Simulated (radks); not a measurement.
Effect of the nuclear size on the rubidium ion Rb+, [Kr]. Calculated with a radial shooting solver on a logarithmic mesh with Libxc functionals: Dirac Kohn-Sham, BLYP, spin-unpolarised, spherical densities, finite nucleus; Fermi nuclear charge, rms radius 4.2036 fm. The rms radius is varied about that value; shifts are against it.

rms radius (fm) = 3.4512: total energy shift (eV) -0.236; density at nucleus (e/bohr^3) 5.588e+04; 1s1/2 shift (meV) -100; 2s1/2 shift (meV) -10.2; 3s1/2 shift (meV) -1.65; 3p1/2 shift (meV) 0.150; 4s1/2 shift (meV) -0.205
rms radius (fm) = 3.9051: total energy shift (eV) -0.0987; density at nucleus (e/bohr^3) 5.53e+04; 1s1/2 shift (meV) -41.9; 2s1/2 shift (meV) -4.28; 3s1/2 shift (meV) -0.692; 3p1/2 shift (meV) 0.063; 4s1/2 shift (meV) -0.086
rms radius (fm) = 4.2036: total energy shift (eV) 0; density at nucleus (e/bohr^3) 5.496e+04; 1s1/2 shift (meV) 0.000; 2s1/2 shift (meV) 0.000; 3s1/2 shift (meV) 0.000; 3p1/2 shift (meV) 0.000; 4s1/2 shift (meV) 0.000
rms radius (fm) = 4.4642: total energy shift (eV) 0.0916; density at nucleus (e/bohr^3) 5.468e+04; 1s1/2 shift (meV) 38.8; 2s1/2 shift (meV) 3.98; 3s1/2 shift (meV) 0.642; 3p1/2 shift (meV) -0.058; 4s1/2 shift (meV) 0.080
rms radius (fm) = 4.8594: total energy shift (eV) 0.240; density at nucleus (e/bohr^3) 5.429e+04; 1s1/2 shift (meV) 102; 2s1/2 shift (meV) 10.4; 3s1/2 shift (meV) 1.68; 3p1/2 shift (meV) -0.153; 4s1/2 shift (meV) 0.209

Slopes of the eigenvalues against <r^2> in GHz/fm^2, as finite differences over the two radii next to the reference (eigenvalue slopes, not the field-shift constants of lines): 1s1/2 4170, 2s1/2 427, 3s1/2 69.0, 3p1/2 -6.27, 4s1/2 8.56.
